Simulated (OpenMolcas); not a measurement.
**Mo3+: effect of the metal basis**

Mo3+ with its 6 nearest fluoride ions at 2.062 Å, on the Y site of Cs2NaYF6 (a = 9.075 Å, distance in the model lattice 2.178 Å). The rest of the host is ab initio model potentials to 7.6 Å and point charges beyond; the distance is set by hand and nothing relaxes.

```
Program             : OpenMolcas
Method              : SS-CASPT2, IPEA 0.25 Eh, imaginary shift 0.1 Eh (closed shells correlated: 4s 4p and the ligand valence shells)
Spin-orbit coupling : state interaction with AMFI integrals over the reference wave functions
```

Fixed: ligand basis ANO-RCC-VDZP, active space 3 electrons in 5 orbitals (4d), DKH2 Hamiltonian.

States (labels of O, the rotations of Oh). Energies in cm-1 above the lowest state or level, χT in cm3 K/mol; 10Dq and B are least-squares fits to the states below 45000 cm-1, weighted by degeneracy, with a free offset, and given where the rms deviation is under 5 % of |10Dq| (or 100 cm-1) and under 700 cm-1.

| Run | Metal basis | Ground state | First state of that spin | 10Dq | B (rms of fit) | First gap with spin-orbit (degeneracies) | χT at 300 K | First state of another spin | Cost |
| --- | --- | --- | --- | --- | --- | --- | --- | --- | --- |
| A | ANO-RCC-VDZP | 4A2 | 4T2 25520 | 25114 | 572 (184) | 11660 (4, 4) | 1.767 | 2E 11710 | roughly 2.2 core-minutes |
| B | ANO-RCC-VTZP | 4A2 | 4T2 24960 |  |  | 10890 (4, 4) | 1.766 | 2E 10970 | roughly 4 core-minutes |

Against A, the first state of the same spin changes by -2.2 % in B.

Costs are those of the CASPT2 steps.

Roots that are degenerate in the reference are averaged as groups; the widest CASPT2 spread within a group is 390 cm-1 (the 3-fold group of multiplicity 2 near 79300 cm-1 above the lowest state of its run, A). Shifts and gaps below about the spread of the groups concerned are not significant. Over all roots computed the reference weight is 0.72 to 0.73 in A, 0.71 to 0.72 in B; a low but even weight reflects the number of correlated electrons. The least metal-like active orbital is 84 % on the metal (Löwdin) and no ligand orbital is active, so the numbers are rough. Ligand-to-metal charge-transfer states are missing. With no ligand orbital active B as a rule stays too high, so bands that hang on it stand too high and its fall with covalency is understated. With one d shell and no ligand orbital active, 10Dq can be off by a tenth or more. No measured value stands beside these numbers; the geometry was set by hand and not optimised.
